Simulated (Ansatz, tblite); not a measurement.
Removing and adding an electron: [(Cl)3Ti]2S (Ti2SCl6). Charge 0, multiplicity 1. Geometry: r2SCAN-D4/def2-SVP. Ansatz, gas phase; energy differences of separate SCF runs; the oxidised species was run as a doublet alone; the reduced species was run as a doublet alone.

```
atom   x (Å)   y (Å)   z (Å)
 Ti1   0.885   1.435   0.513
 Cl2   0.305   1.563   2.599
 Cl3   1.608   3.362  -0.156
 Cl4   2.418  -0.077   0.222
  S5  -0.910   0.962  -0.781
 Ti6  -1.020  -1.293  -0.629
 Cl7  -3.067  -1.820  -1.093
 Cl8   0.312  -2.217  -2.070
 Cl9  -0.531  -1.916   1.394
```

The xTB rows come from tblite. Correlated methods freeze 45 core orbitals; core or outer-core shells of Ti are correlated, in sets that lack core-valence functions.

```tsv
level	−HOMO (eV)	vertical IE (eV)	−LUMO (eV)	vertical EA (eV)	HOMO–LUMO gap (eV)	IE − EA (eV)
PBE-D4/def2-TZVPD	7.53	–	4.88	2.73	2.65	–
PBE0-D4/def2-TZVP	8.70	10.16	4.16	–	4.54	–
B2PLYP/def2-TZVP	–	10.13	–	–	–	–
B2PLYP/def2-TZVPD	–	–	–	2.51	–	–
```

Problem. Estimate the rows for GFN1-xTB, GFN2-xTB, PBE-D4/def2-TZVP, PBE0-D4/def2-TZVPD.

Solution. 
```json
{"level": "GFN1-xTB", "−HOMO (eV)": "12.94", "vertical IE (eV)": "15.17", "−LUMO (eV)": "11.03", "vertical EA (eV)": "8.97", "HOMO–LUMO gap (eV)": "1.91", "IE − EA (eV)": "6.21"}
{"level": "GFN2-xTB", "−HOMO (eV)": "11.96", "vertical IE (eV)": "14.16", "−LUMO (eV)": "10.08", "vertical EA (eV)": "8.05", "HOMO–LUMO gap (eV)": "1.88", "IE − EA (eV)": "6.12"}
{"level": "PBE-D4/def2-TZVP", "−HOMO (eV)": "7.50", "vertical IE (eV)": "9.80", "−LUMO (eV)": "4.85", "vertical EA (eV)": "–", "HOMO–LUMO gap (eV)": "2.65", "IE − EA (eV)": "–"}
{"level": "PBE0-D4/def2-TZVPD", "−HOMO (eV)": "8.70", "vertical IE (eV)": "–", "−LUMO (eV)": "4.17", "vertical EA (eV)": "3.03", "HOMO–LUMO gap (eV)": "4.53", "IE − EA (eV)": "–"}
```

 Raw xTB energy differences between charge states are shifted by several eV; the methods need an empirical correction for them.
